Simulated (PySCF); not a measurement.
**Cu⁻ (copper, charge -1) across methods**

[Ar] 3d10 4s2, closed-shell 1S. Calculation: PySCF 2.14, in aug-cc-pVTZ-PP with one added diffuse shell each of s, p, d, f, g type with ECP10MDF (7s7p6d4f3g, 113 functions); a scalar-relativistic core potential.

```tsv
method	E (hartree)	mean ε 3p (eV)	mean ε 3d (eV)	mean ε 4s (eV)	Σ⟨r²⟩ (bohr²)	⟨S²⟩
wB97X	-197.3388	-72.873	-3.315	-1.276	57.95	0.000
LDA	-197.0123	-65.838	1.098	0.830	57.72	0.000
UHF	-196.17644	-87.672	-7.583	-0.598	73.65	0.000
r2SCAN	-197.2361	-68.988	1.294	0.804	57.37	0.000
PBE	-197.3572	-65.982	1.204	0.933	60.46	0.000
PBE0	-197.2764	-71.272	-0.846	0.447	60.75	0.000
wB97M-V	-197.1686	-74.157	-3.210	-1.104	57.73	0.000
```

Question: Estimate the same row for LC-wPBE.

Answer: E (hartree) = -197.3555; mean ε 3p (eV) = -71.306; mean ε 3d (eV) = -3.380; mean ε 4s (eV) = -1.239; Σ⟨r²⟩ (bohr²) = 56.95; ⟨S²⟩ = 0.000.

Energies and moments cover only the electrons outside the core potential.

The highest occupied level is positive at LDA, r2SCAN, PBE, PBE0: only the finite basis holds that electron, which in a density functional comes from self-interaction.
